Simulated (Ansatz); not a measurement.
Compare A (`C[Si](N)(O)O[SiH3]`) with its isomer B (`C[SiH](O)N[SiH2]O`).

Gas-phase electronic energies from Ansatz, PBE0-D4/def2-TZVP geometries. CBS: MP2 limit from def2 TZ/QZ plus the TZ coupled-cluster correction, frozen cores. Functionals use def2-TZVPP. B3LYP here is the variant with VWN-RPA as its local correlation; programs differ in this. One conformer a species, not always the lowest.

A:

```xyz
15

C    -0.5683    0.7028   -2.0508
Si    0.1670    0.4866   -0.3695
N     1.7327   -0.2040   -0.2559
O     0.2407    1.9925    0.2788
O    -0.8140   -0.5242    0.4689
Si   -0.8965   -1.2852    1.9118
H     0.0611    1.3433   -2.6726
H    -1.5568    1.1629   -1.9819
H    -0.6759   -0.2617   -2.5520
H     1.8541   -1.1999   -0.3460
H     2.5343    0.2894   -0.6143
H     0.7108    2.0738    1.1104
H    -2.3057   -1.6782    2.1577
H    -0.0456   -2.5056    1.9048
H    -0.4377   -0.3924    3.0107
```

B:

Z-matrix (Å, degrees):
```
C
Si 1 1.852
H 1 1.093 2 110.7
H 1 1.092 2 111.0 3 -120.6
H 1 1.092 2 110.4 3 119.2
O 2 1.647 1 106.7 3 -63.5
N 2 1.734 1 111.2 3 59.1
H 2 1.489 1 112.5 3 176.1
H 6 0.962 2 113.7 1 168.8
Si 7 1.709 2 122.1 1 168.3
H 7 1.010 2 117.1 1 -36.8
O 10 1.659 7 106.7 2 40.4
H 10 1.486 7 108.5 2 161.1
H 10 1.487 7 113.1 2 -76.9
H 12 0.958 10 116.9 7 -148.7
```

Which isomer does CCSD(T)/CBS put lower? Give the gap. (Best estimate.)

Computed: A, by 59.1 kJ/mol.

Give E(B) − E(A) in kJ/mol with B3LYP, B2PLYP, ωB97M-V, PBE0-D4, CCSD(T)/def2-TZVPP, PBE-D4, r2SCAN-D4. (An estimate is asked.)

Ansatz gave: B3LYP 61.5, B2PLYP 60.6, ωB97M-V 57.7, PBE0-D4 55.5, CCSD(T)/def2-TZVPP 59.1, PBE-D4 51.3, r2SCAN-D4 59.1. None reverses the order clearly.

Largest T1 diagnostic: 0.011.

From PBE to PBE0 (25 % exact exchange), in def2-TZVPP and without D4, E(B) − E(A) moves by +4.0 kJ/mol. In def2-TZVPP, CCSD(T) changes the Hartree–Fock value by −14.8 kJ/mol (the triples alone add −2.4 kJ/mol) and MP2 by −16.8 kJ/mol.
